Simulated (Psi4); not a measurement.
beryllium hydride (HBe), doublet, at a GFN2-xTB geometry (such geometries of metal compounds can be far from the true shape), with bond 1-2 at 2.0 times its length. Base run: SVWN/6-31G* (Psi4).

The Psi4 input:
```
memory 2 GB

molecule mol {
0 2
  Be    0.000000    0.000000   -1.574865
  H     0.000000    0.000000    1.049910
}

set basis 6-31g*
set reference uks

energy('svwn')
print_variables()
```

Variants of this job, named by their change:

```json
[
 {"change": "base", "ΔE vs base (µEh)": "0.0", "SCF cycles": "8", "grid points": "43290", "basis functions": "17"},
 {"change": "dft_spherical_points = 974", "ΔE vs base (µEh)": "0.3", "SCF cycles": "8", "grid points": "139560", "basis functions": "17"},
 {"change": "dft_radial_scheme = becke", "ΔE vs base (µEh)": "0.0", "SCF cycles": "8", "grid points": "38265", "basis functions": "17"},
 {"change": "dft_spherical_points = 590", "ΔE vs base (µEh)": "0.3", "SCF cycles": "8", "grid points": "84552", "basis functions": "17"},
 {"change": "df_basis_scf = def2-universal-jkfit", "ΔE vs base (µEh)": "-2.7", "SCF cycles": "8", "grid points": "43290", "basis functions": "17"},
 {"change": "soscf = true", "ΔE vs base (µEh)": "0.0", "SCF cycles": "6", "grid points": "43290", "basis functions": "17"},
 {"change": "d_convergence = 1e-4", "ΔE vs base (µEh)": "0.0", "SCF cycles": "7", "grid points": "43290", "basis functions": "17"},
 {"change": "guess = core", "ΔE vs base (µEh)": "0.0", "SCF cycles": "13", "grid points": "43290", "basis functions": "17"},
 {"change": "dft_basis_tolerance = 1e-8", "ΔE vs base (µEh)": "0.0", "SCF cycles": "8", "grid points": "42495", "basis functions": "17"},
 {"change": "dft_radial_points = 99", "ΔE vs base (µEh)": "0.0", "SCF cycles": "8", "grid points": "56939", "basis functions": "17"},
 {"change": "dft_spherical_points = 110", "ΔE vs base (µEh)": "-9.8", "SCF cycles": "8", "grid points": "15857", "basis functions": "17"},
 {"change": "diis_max_vecs = 3", "ΔE vs base (µEh)": "0.0", "SCF cycles": "10", "grid points": "43290", "basis functions": "17"},
 {"change": "guess = modhuckel", "ΔE vs base (µEh)": "0.0", "SCF cycles": "10", "grid points": "43290", "basis functions": "17"}
]
```

Open shells are given as the SCF converged; they aren't shown to be the lowest states, and a large step between rows can be another state.
